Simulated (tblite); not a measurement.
Species: C₇H₁₃ (doublet state).
Numbering: `[CH3:1][CH2:2]/[C:3]=[CH:4]\[CH2:5][CH2:6][CH3:7]` (hydrogens: H8, H9, H10 on C1; H11, H12 on C2; H13 on C4; H14, H15 on C5; H16, H17 on C6; H18, H19, H20 on C7)

Computed geometry: GFN2-xTB, gas phase. This method treats the open shell by occupation alone, without spin polarisation.

(1) List the bond lengths, angles and torsions at this level.

## Answers

(1) 
```tsv
bond	length (bohr)	order
C1–C2	2.910	single
C2–C3	2.747	single
C3=C4	2.441	double
C4–C5	2.880	single
C5–C6	2.886	single
C6–C7	2.881	single
C1–H8, C1–H9, C1–H10	2.055	single
C2–H11, C2–H12	2.071	single
C4–H13	2.056	single
C5–H14, C5–H15	2.062	single
C6–H16, C6–H17	2.065	single
C7–H18, C7–H19, C7–H20	2.056	single
```

Bonds in one row agree within 0.02 bohr and their mean is given. Orders are formal, as drawn. A selection of angles:
```tsv
angle	degrees
C2–C1–H8	109.8
C2–C1–H9	110.6
H8–C1–H9	108.6
C1–C2–C3	114.6
C1–C2–H11	108.1
C1–C2–H12	109.3
C3–C2–H11	108.5
C3–C2–H12	108.8
H11–C2–H12	107.3
C2–C3–C4	149.9
C3–C4–C5	128.2
C3–C4–H13	119.6
C5–C4–H13	112.1
C4–C5–C6	110.9
C4–C5–H14	108.2
C4–C5–H15	110.0
C6–C5–H14	109.4
H14–C5–H15	108.3
C5–C6–C7	111.5
C5–C6–H16	109.1
C7–C6–H16	109.6
H16–C6–H17	107.7
C6–C7–H18	110.6
C6–C7–H19	110.5
H18–C7–H19	108.4
```

Torsions: C1–C2–C3–C4 17° (synperiplanar); C2–C3–C4–C5 1° (synperiplanar); C3–C4–C5–C6 -120° (anticlinal); C4–C5–C6–C7 -179° (antiperiplanar). The mirror-image conformer, all signs reversed, is as good.

Of the pairs four or more bonds apart, H9···H15 is among the closest relative to their van der Waals radii: 2.35 Å, 98 % of the sum of Bondi's values. C4 (carbon bonded to 2 C and H) is planar (angles 128.2°, 119.6° and 112.1°, sum 360.0°, 0.00 Å off the plane of its three neighbours). The 6 C–C bonds span 1.292 Å (C3=C4, drawn double) to 1.540 Å (C1–C2, drawn single), a spread of 0.248 Å.

Point group: C1 (no symmetry element, even within 0.4 Å). Its GFN2-xTB frequencies are all real (lowest 21 cm⁻¹). 3 starts were optimised and ended at 0.00, 0.75 and 0.83 kcal/mol (GFN2-xTB); the lowest of these is shown.
